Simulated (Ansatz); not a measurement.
Reaction (formal hydrolysis of the Sc–O bond): `C[O][Sc]([F])[F]` + H₂O → `[OH][Sc]([F])[F]` + CH₃OH

Program: Ansatz. Geometries: PBE0-D4/def2-TZVP. ΔE: electronic, gas phase. CBS: MP2 limit from def2 TZ/QZ plus the TZ coupled-cluster correction, frozen cores. This one scheme is used for every species. Functionals use def2-TZVPP. For Sc outer-core shells are correlated without core-valence functions, which leaves a few kJ/mol of doubt a bond. Scalar relativity is left out up to krypton. One conformer a species, not always the lowest.

| species | PBE energy (Eh) |
| --- | --- |
| `C[O][Sc]([F])[F]` | -1075.36122 |
| H₂O | -76.38007 |
| `[OH][Sc]([F])[F]` | -1036.10624 |
| CH₃OH | -115.63194 |

Problem. Work out ΔE.

Solution. ΔE = (-1036.10624) + (-115.63194) − (-1075.36122) − (-76.38007) = 0.00311 Eh = +0.08 eV. CCSD(T)/CBS gives +0.11 eV.

Largest T1 diagnostic among the species: 0.017.

At CCSD(T), def2-SVP lies +0.03 eV from the extrapolated value and def2-TZVPP −0.02 eV. In def2-TZVPP, CCSD(T) changes the Hartree–Fock value by +0.07 eV (the triples alone add +0.02 eV) and MP2 by +0.08 eV. Leaving LDA and LC-ωPBE aside and taking each functional with its dispersion term where it has one, the values, not all of them listed here, spread over 0.05 eV, from ωB97M-V to BLYP-D4.
